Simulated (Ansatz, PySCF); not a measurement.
Species: CH$_{3}$BBr, charge 0, multiplicity 2. It need not be the lowest isomer of its formula. 
Coordinates optimised at B3LYP-D3(BJ)/def2-TZVP (Ansatz, a quantum-chemistry and plane-wave program):
```xyz
6

B      0.1134    -1.1971    -0.0066
C     -1.0348    -1.9471     0.7032
Br     0.2732     0.6873    -0.1985
H     -0.7966    -1.9517     1.7756
H     -1.1222    -2.9889     0.3926
H     -2.0026    -1.4484     0.5929
```
Charge 0, spin multiplicity 2.

Total electronic energies in hartree. Correlated levels leave the core frozen unless marked. Open shells are spin-unrestricted. Spin-orbit coupling is left out. The frozen core is the preceding noble-gas configuration, with the filled d and f shells of earlier blocks. No relativistic terms. CBS marks a two-point X^-3 extrapolation of the correlation energy; Hartree-Fock from the larger set.

| level | program | energy (Eh) |
|---|---|---|
| TPSS-D3(BJ)/def2-TZVPD | PySCF + dftd3 | ? |
| r2SCAN-D4/def2-TZVPD | Ansatz + dftd4 | ? |
| B3LYP-D4/def2-TZVPD | Ansatz + dftd4 | ? |
| PBE0-D4/def2-TZVPD | Ansatz + dftd4 | -2638.52223 |
| BHLYP-D3(BJ)/def2-TZVPD | Ansatz + dftd3 | -2638.86225 |
| PW6B95-D3(BJ)/def2-TZVPD | PySCF + dftd3 | -2640.12373 |
| CAM-B3LYP-D4/def2-TZVPD | Ansatz + dftd4 | -2638.98672 |
| CCSD(T)/6-31G* | Ansatz | -2636.72790 |
| CCSD(T)/CBS(cc-pVTZ,cc-pVQZ) | Ansatz | -2637.2907 |

Question: What belongs in the gaps?

Answer: 
- TPSS-D3(BJ)/def2-TZVPD, energy (Eh): -2638.83247
- r2SCAN-D4/def2-TZVPD, energy (Eh): -2638.84889
- B3LYP-D4/def2-TZVPD, energy (Eh): -2638.94381
